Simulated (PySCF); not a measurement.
C6H17N2, charge +1, singlet, geometry from GFN2-xTB; DF-SVWN5/def2-SV(P) in PySCF.

PySCF was given this input:
```python
from pyscf import gto, scf, dft

mol = gto.M(
    atom='''
C     2.26536916    0.31431462    0.50585846
N     1.15346862    0.23022134   -0.43032181
C     1.60152577    0.54934793   -1.77779462
C     0.49118207   -1.06462411   -0.37062386
C    -0.51658112   -1.16229881    0.78140589
N    -1.60008823   -0.13377182    0.75007207
C    -1.10619707    1.19859853    1.15036394
C    -2.28362164   -0.05975024   -0.55323935
H     1.92338162    0.10696109    1.51771555
H     2.66999186    1.32352024    0.48216367
H     3.06942945   -0.38897791    0.25791456
H     2.34976669   -0.15828131   -2.15279708
H     0.75183778    0.55390119   -2.45936353
H     2.04139884    1.54406109   -1.77095564
H     1.20858733   -1.88864046   -0.22916079
H    -0.01628321   -1.24652824   -1.31913936
H     0.00046733   -1.06361622    1.73693340
H    -0.98095748   -2.14987700    0.74195894
H    -2.29661180   -0.42863635    1.44317985
H    -0.27808226    1.46439091    0.49064056
H    -0.75027345    1.17603757    2.17792389
H    -1.90475567    1.93289970    1.07205403
H    -2.56887089   -1.05433241   -0.89113852
H    -1.62175220    0.39810170   -1.28424377
H    -3.18099985    0.55034198   -0.46776023
''',
    basis='def2-sv(p)',
    charge=1,
    verbose=4,
)

mf = dft.RKS(mol)
mf.xc = 'lda,vwn'
mf.grids.atom_grid = (150, 974)
mf = mf.density_fit(auxbasis='def2-universal-jkfit')
mf.kernel()
mf.analyze()
```

What the program printed (banner, timings and long lists left out):

```
PySCF version 2.14.0

[INPUT] verbose = 4
[INPUT] num. atoms = 25
[INPUT] num. electrons = 66
[INPUT] charge = 1
[INPUT] spin (= nelec alpha-beta = 2S) = 0
[INPUT] symmetry False subgroup None
[INPUT] Mole.unit = angstrom
[INPUT] Symbol           X                Y                Z      unit          X                Y                Z       unit  Magmom
[...]
nuclear repulsion = 446.236785444909
number of shells = 82
number of NR pGTOs = 260
number of NR cGTOs = 146
basis = def2-sv(p)
ecp = {}

******** <class 'pyscf.df.df_jk.DFRKS'> ********
method = DFRKS
initial guess = minao
damping factor = 0
level_shift factor = 0
DIIS = <class 'pyscf.scf.diis.CDIIS'>
diis_start_cycle = 1
diis_space = 8
diis_damp = 0
SCF conv_tol = 1e-09
SCF conv_tol_grad = None
SCF max_cycles = 50
direct_scf = False
XC library pyscf.dft.libxc version 7.1.2
    S. Lehtola, C. Steigemann, M. J. T. Oliveira, and M. A. L. Marques,  SoftwareX 7, 1–5 (2018)
XC functionals = lda,vwn
    P. A. M. Dirac,  Math. Proc. Cambridge Philos. Soc. 26, 376 (1930)
    F. Bloch,  Z. Phys. 57, 545 (1929)
    S. H. Vosko, L. Wilk, and M. Nusair,  Can. J. Phys. 58, 1200 (1980)
radial grids:
    Treutler-Ahlrichs [JCP 102, 346 (1995); DOI:10.1063/1.469408] (M4) radial grids

becke partition: Becke, JCP 88, 2547 (1988); DOI:10.1063/1.454033
pruning grids: <function nwchem_prune>
grids dens level: 3
symmetrized grids: False
atomic radii adjust function: <function treutler_atomic_radii_adjust>
User specified grid scheme (150, 974)
small_rho_cutoff = 0
Set gradient conv threshold to 3.16228e-05
Initial guess from minao.
tot grids = 2035384
init E= -345.313480224923
[...]
cycle= 1 E= -344.584503708536  delta_E= 0.729  |g|= 0.595  |ddm|= 4.68
[...]
cycle= 2 E= -344.468746519849  delta_E= 0.116  |g|= 0.915  |ddm|= 1.84
[...]
cycle= 3 E= -344.674733704379  delta_E= -0.206  |g|= 0.127  |ddm|= 1.19
[...]
cycle= 4 E= -344.677572821283  delta_E= -0.00284  |g|= 0.0543  |ddm|= 0.175
[...]
cycle= 5 E= -344.678201966824  delta_E= -0.000629  |g|= 0.00806  |ddm|= 0.0625
[...]
cycle= 6 E= -344.678208521784  delta_E= -6.55e-06  |g|= 0.00566  |ddm|= 0.0129
[...]
cycle= 7 E= -344.678215648503  delta_E= -7.13e-06  |g|= 0.000377  |ddm|= 0.00602
[...]
cycle= 8 E= -344.678215677294  delta_E= -2.88e-08  |g|= 0.000177  |ddm|= 0.000656
[...]
cycle= 9 E= -344.6782156848  delta_E= -7.51e-09  |g|= 3.33e-05  |ddm|= 0.000198
[...]
cycle= 10 E= -344.678215685073  delta_E= -2.73e-10  |g|= 5.52e-06  |ddm|= 4.23e-05
[...]
Extra cycle  E= -344.678215685075  delta_E= -2.16e-12  |g|= 6.19e-06  |ddm|= 1.48e-05
converged SCF energy = -344.678215685075
**** SCF Summaries ****
Total Energy =                        -344.678215685074804
Nuclear Repulsion Energy =             446.236785444909344
One-electron Energy =                -1340.617137973253193
Two-electron Energy =                  549.702136843269045
Two-electron Coulomb Energy =          598.920754684466942
DFT Exchange-Correlation Energy =      -49.218617841197947
HOMO-LUMO gap [eV] =                     4.207797351207510
**** MO energy ****
[...]
 ** Mulliken pop on meta-lowdin orthogonal AOs  **
 ** Mulliken pop  **
 ** Mulliken atomic charges  **
charge of    0C =     -0.23205
charge of    1N =     -0.20400
charge of    2C =     -0.22922
charge of    3C =     -0.11049
charge of    4C =     -0.11809
charge of    5N =      0.05368
charge of    6C =     -0.25396
charge of    7C =     -0.23770
charge of    8H =      0.10413
charge of    9H =      0.12982
charge of   10H =      0.10164
charge of   11H =      0.09937
charge of   12H =      0.11026
charge of   13H =      0.12893
charge of   14H =      0.11327
charge of   15H =      0.11727
charge of   16H =      0.13436
charge of   17H =      0.13946
charge of   18H =      0.27165
charge of   19H =      0.15569
charge of   20H =      0.14060
charge of   21H =      0.14053
charge of   22H =      0.14558
charge of   23H =      0.14876
charge of   24H =      0.15051

WARN: System has nonzero charge 1; the dipole moment is origin-dependent.
Location of origin: [0. 0. 0.]

Dipole moment(X, Y, Z, Debye): -4.67338, -0.81047,  1.88868
```
